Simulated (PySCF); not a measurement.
What does the PBE0/6-31+G* structure of `CC1=CC=C[S+]=C1` look like in three dimensions? (Charge +1.)

```xyz
14
C6H7S angstrom
C      2.0680   -0.2565   -0.3218
C      0.6222    0.0972   -0.1358
C     -0.3658   -0.9009   -0.2301
C     -1.7321   -0.6773   -0.0612
C     -2.2580    0.5695    0.2198
S     -1.3201    1.9559    0.3906
C      0.2553    1.4066    0.1407
H      2.4186   -0.8662    0.5196
H      2.2085   -0.8447   -1.2346
H      2.7020    0.6307   -0.3841
H     -0.0405   -1.9154   -0.4502
H     -2.4219   -1.5120   -0.1534
H     -3.3256    0.7300    0.3485
H      1.0001    2.1960    0.2162
```

Orientation and origin are arbitrary. Atoms count from 1 in this order. S6 (ring sulfur) is bent (angle 103.7°). C5 (aromatic CH next to a ring sulfur) is planar (angles 123.5°, 122.1° and 114.4°, sum 360.0°, 0.00 Å off the plane of its three neighbours). C2 (substituted aromatic carbon) is planar (angles 120.1°, 120.1° and 119.8°, sum 360.0°, 0.00 Å off the plane of its three neighbours). The 6-membered ring C2–C3–C4–C5–S6–C7 has internal angles of 103.7° to 125.7°; it is planar, 0.00 Å rms from its mean plane, widest ring torsion 0°.

Bonds between heavy atoms (Å): C1–C2 1.500, C2–C3 1.408, C3–C4 1.395, C4–C5 1.382, C5–S6 1.683, S6–C7 1.687, C2–C7 1.388.

Level of theory: PBE0/6-31+G* geometry optimisation, gas phase (PySCF 2.14.0).

Point group: near Cs, missed by 0.31 Å at most; the miss may be what the optimiser left on a soft mode. Stationary, but not proved a minimum. Isolated species at its PBE0/6-31+G* geometry, gas phase.

On one thread of an Arm Neoverse V2, shared host, this took 21 s of wall time and 0.57 GiB of memory at its peak. This is the geometry optimisation.
